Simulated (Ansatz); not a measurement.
Coupled-cluster diagnostics for TaSF3, Ansatz.

Geometry of the singlet (PBE0-D4/def2-SVP):

Cartesian coordinates in Å:
```
Ta -0.085 0.037 -0.002
S 1.880 -0.829 0.043
F -1.135 -0.888 1.233
F -0.745 -0.157 -1.736
F 0.085 1.837 0.462
```

In the def2 sets Ta takes a core potential; there is no spin–orbit coupling. Correlated methods freeze 8 core orbitals; core or outer-core shells of Ta are correlated, in sets that lack core-valence functions.

Problem. Estimate the CCSD(T) correlation energy, the shares of MP2 and (T), T1 and the reference's ⟨S²⟩ for: charge 0, singlet, own geometry in def2-TZVPP; and the rough time on 4 threads of Arm Neoverse V2 on a shared host.

Solution. 
```
                          state       basis  correlation (eV)  MP2 share (%)  (T) share (%)     T1  ⟨S²⟩ (pure)  wall time
charge 0, singlet, own geometry  def2-TZVPP           -37.145           97.1            4.3  0.020  0.00 (0.00)    1.9 min
```
Customary marks for T1 are 0.02 (closed shells), 0.045 (open shells) and about 0.05 (3d metals). T1 exceeds 0.02 in 1 of 1 rows and 0.045 in 0; the higher it lies, the less the single-reference result can be trusted.
